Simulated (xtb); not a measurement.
CHNO, charge -1, doublet, at a GFN2-xTB geometry (a state made from the parent by changing its charge; the spin is typed, not shown lowest), atoms displaced at random by about 0.05 Å a coordinate. Base run: GFN2-xTB (xtb).

Input for xtb:
```
$ xtb mol.xyz --gfn 2 --chrg -1 --uhf 1 --opt --json

# file mol.xyz
4

N     -1.08641075     0.24763684     0.17716728
C      0.09781875    -0.24423235     0.14639600
O      1.17906950     0.01312277    -0.36917804
H     -1.79661645    -0.30841077     0.73646076
```

Each row names what was changed in the base input (with any setting that the change needs).

| change | ΔE vs base (kcal/mol) | optimiser steps |
|---|---|---|
| base | 0.000 | 7 |
| opt level = vtight | 0.000 | 8 |
| opt level = tight | 0.000 | 7 |
| opt level = crude | 0.046 | 4 |
| engine = inertial | 0.002 | - |
| opt level = extreme | 0.000 | 8 |
| opt level = loose | 0.000 | 6 |
| opt level = sloppy | 0.004 | 5 |
| opt level = lax | 0.000 | 6 |
| alpb = chcl3 | -64.5 | 6 |
